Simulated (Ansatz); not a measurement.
Basis-set series for CH4B2Te. Charge 0, multiplicity 1. Te takes the def2 core potential. Geometry: relaxed with PBE0-D4/def2-TZVP.

```xyz
8

B     0.7474   -0.1498   -0.1111
B     0.2791    1.3047   -0.7011
Te   -1.5337    0.1153   -0.8158
C    -0.3407   -0.7496    0.8314
H     1.5004   -0.8757   -0.6996
H     0.4660    2.3827   -1.1549
H    -0.6852   -0.2005    1.7007
H    -0.4333   -1.8269    0.9505
```

```tsv
functional	basis	functions	energy (Eh)	HOMO (eV)	LUMO (eV)
PBE0-D4	def2-SVP	88	-358.02357	-7.02	-1.92
PBE0-D4	def2-QZVPP	373	-358.14062	-7.04	-2.01
ωB97M-V	def2-SVP	88	-358.03982	-9.00	0.05
ωB97M-V	def2-QZVPP	373	-358.16352	-9.05	-0.18
```

(1) Give the rows for def2-TZVPP. (Best estimate.)

Answers

(1) Ansatz gave: 
```json
{"functional": "PBE0-D4", "basis": "def2-TZVPP", "functions": "199", "energy (Eh)": "-358.13330", "HOMO (eV)": "-7.04", "LUMO (eV)": "-2.00"}
{"functional": "ωB97M-V", "basis": "def2-TZVPP", "functions": "199", "energy (Eh)": "-358.15652", "HOMO (eV)": "-9.05", "LUMO (eV)": "-0.13"}
```
